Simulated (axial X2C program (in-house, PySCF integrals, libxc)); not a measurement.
## Which molecule has these constants?

All values come from calculations with an axial X2C code built on PySCF integrals, spin-free (one-electron X2C) or two-component (2c: spin–orbit coupling with atomic mean-field Coulomb and Gaunt terms, which also bring small scalar terms), in Dyall basis sets with cores contracted in-house; open shells are unrestricted.

A two-component CCSD(T) calculation in a Dyall 3-zeta basis gave Re = 3.267 Å, ωe = 169.7 cm⁻¹, De = 0.64 eV, Ω = 1/2.

Question: Which molecule is it?
A. NaK⁻
B. NaH⁻
C. LiNa⁻

Answer: C. The others have NaK⁻ 3.939 Å and 85.0 cm⁻¹ (Ω = 1/2); NaH⁻ 2.000 Å and 936.3 cm⁻¹ (Ω = 1/2).

Frozen shells (counts by l): LiNa⁻ Na 1s, Li 1s, 11 electrons correlated; NaK⁻ K 2s1p, Na 2s1p, 11 electrons correlated; NaH⁻ Na 1s, H none, 11 electrons correlated. Coupled cluster in natural virtuals with an MP2 remainder. Where the outer core of a metal is frozen, bonds come out longer and ionisation energies lower.

Each entry is the lowest single determinant of a limited PBE0 search at one distance. De goes to single-determinant-based atoms at the same level (for ions the charge split of lowest energy) and is withheld (n/a) where an atom does not fit its ground term or J level. Main or longest-lived isotopes. One determinant is a doubtful description, or other states lie close, for LiNa⁻, NaK⁻; these need not be ground states, and all values refer to the states named.
